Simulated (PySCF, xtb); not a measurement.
Zn(Cl)(SiH3) (ClH3SiZn), SMILES [SiH3][Zn][Cl].

GFN2-xTB in xtb at its own geometry gives an orbital gap of 4.31 eV and a dipole moment of 4.20 D.

Coordinates come from a PBE0-D3(BJ)/def2-SVP optimisation.

### Question
What does M06-2X/def2-TZVPD in PySCF give? (Estimate from the structure and the level; the computed values follow.)

### Answer
gap 8.43 eV (levels -9.13 and -0.70 eV), dipole 2.18 D.
